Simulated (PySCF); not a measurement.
SMILES C[C](C)(C)[Al]([Cl])[Cl], singlet, GFN2-xTB optimised geometry. Atoms within 1.6 Å of the plane z = 1.5 Å (x, y, z in Å): Al1 (0.48, 1.02, 0.00), Cl2 (-0.50, 2.80, 0.00), Cl3 (2.52, 1.02, 0.00), C4 (-0.56, -0.74, -0.07), C6 (0.23, -1.84, 0.65), C7 (-1.93, -0.56, 0.60), H11 (1.23, -1.94, 0.22), H12 (0.35, -1.60, 1.71), H13 (-0.28, -2.80, 0.57), H14 (-1.81, -0.32, 1.65), H15 (-2.48, 0.24, 0.12), H16 (-2.52, -1.48, 0.52).

Level of theory: PBE0/def2-TZVP (PySCF).

Map of the deformation density (molecule minus spherical neutral atoms) (e/bohr³) on the plane z = 1.5 Å:

```
|0000000000000000000000000000000|
|0000000000000000000000000000000|
|0000000000000000000000000000000|
|0000000000000000000000000000000|
|0000000000000000000000000000000|
|0000000000000000000000000000000|
|0000000000000000000000000000000|
|0000000000000000000000000000000|
|0000000000000000000000000000000|
|0000000000000000000000000000000|
|0000000000000000000000000000000|
|0000000000000000000000000000000|
|0000000000000000000000000000000|
|0000000000000000000000000000000|
|0000000000000000000000000000000|
|0000000013200000000000000000000|
|0000000027710000000000000000000|
|0000000014410000000000000000000|
|0000000001000000000000000000000|
|0000000000000002420000000000000|
|0000000000000004940000000000000|
|0000000000000002420000000000000|
|0000000000000000000000000000000|
|0000000000000000000000000000000|
|0000000000000000000000000000000|
|0000000000000000000000000000000|
|0000000000000000000000000000000|
|0000000000000000000000000000000|
|0000000000000000000000000000000|
|0000000000000000000000000000000|
|0000000000000000000000000000000|
```
Scale: ten equal steps from -0.009 (start of '0') to 0.112 (end of '9'), in the order '0123456789'; x runs from -5.00 to 5.00, y from -5.00 (bottom) to 5.00 (top).
